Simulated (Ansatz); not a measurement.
`C=[CH][Zn][CH3]` + `FC(F)(F)[SeH]` → `[CH3][Zn][Se]C(F)(F)F` + ethylene  (ligand exchange at a Zn–C bond)

Isolated molecules relaxed with PBE0-D4/def2-TZVP in Ansatz; ΔE leaves out vibrations. CCSD(T)/CBS adds triple-zeta CCSD(T) − MP2 to the extrapolated MP2 energy (def2 sets, frozen cores). This one scheme is used for every species. DFT in def2-TZVPP. For Se, Zn outer-core shells are correlated without core-valence functions, which leaves a few kJ/mol of doubt a bond. Scalar relativity is left out up to krypton. Each species was taken in one conformer, which may not be the lowest.

Task: Is it downhill or uphill in electronic energy at CCSD(T)/CBS, and by how much? (Best estimate.)

Result: The calculation gave: Downhill: ΔE = -33.8 kcal/mol.

Task: What do these levels give: BLYP, r2SCAN, r2SCANh, r2SCAN0, CCSD(T)/def2-SVP, HF/def2-QZVPP? (Best estimate.)

Result: Computed: BLYP -30.4, r2SCAN -32.3, r2SCANh -32.9, r2SCAN0 -33.7, CCSD(T)/def2-SVP -32.6, HF/def2-QZVPP -37.3 kcal/mol.

Largest T1 diagnostic among the species: 0.014.

At CCSD(T), def2-SVP lies +1.2 kcal/mol from the extrapolated value and def2-TZVPP +2.6 kcal/mol. Leaving LDA and LC-ωPBE aside and taking each functional with its dispersion term where it has one, the values, not all of them listed here, spread over 4.6 kcal/mol, from BHLYP-D4 to revPBE-D4. LDA lies +0.8 kcal/mol from PBE without D4.
